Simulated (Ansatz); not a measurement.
Reaction (ligand exchange at the Sn–I bond): `[CH3][SnH]([F])[I]` + HBr → `[CH3][SnH]([F])[Br]` + HI

Program: Ansatz. Geometries: PBE0-D4/def2-TZVP. ΔE: electronic, gas phase. CCSD(T)/CBS is the MP2 limit (def2-TZVPP, def2-QZVPP) plus CCSD(T) − MP2 in def2-TZVPP, frozen cores. DFT in def2-TZVPP. B3LYP here is the variant with VWN-RPA as its local correlation; programs differ in this. def2 core potentials past Kr. For Br, I, Sn outer-core shells are correlated without core-valence functions, which leaves a few kJ/mol of doubt a bond. Scalar relativity is left out up to krypton.

| level | ΔE (kJ/mol) | difference from CCSD(T)/CBS |
| --- | --- | --- |
| LDA (SPW92) | 6.7 | -1.4 |
| revPBE-D4 | 5.7 | -2.4 |
| PBE0-D4 | 6.7 | -1.4 |
| B3LYP-D4 | 5.0 | -3.1 |
| CAM-B3LYP-D4 | 3.1 | -5.0 |
| ωB97M-V | 3.9 | -4.2 |
| r2SCAN | 4.8 | -3.3 |
| PBE0 | 5.7 | -2.4 |
| r2SCAN0 | 5.4 | -2.7 |
| CAM-B3LYP | 1.9 | -6.2 |
| LC-ωPBE | 3.5 | -4.6 |
| HF/def2-TZVPP | 0.8 | -7.3 |
| SCS-MP2/def2-TZVPP | 5.3 | -2.8 |
| CCSD(T)/def2-TZVPP | 3.2 | -4.9 |
| HF/def2-QZVPP | 1.4 | -6.7 |
| CCSD/CBS(def2) | 7.3 | -0.8 |
| CCSD(T)/CBS | 8.1 | 0 |

Largest T1 diagnostic among the species: 0.011.

Leaving LDA and LC-ωPBE aside and taking each functional with its dispersion term where it has one, the values, not all of them listed here, spread over 7.4 kJ/mol, from B97M-V to HSE06-D4.

CCSD(T)/CBS has its own doubt, a few kJ/mol and more with outer-core shells, so smaller differences from it don't rank the levels.
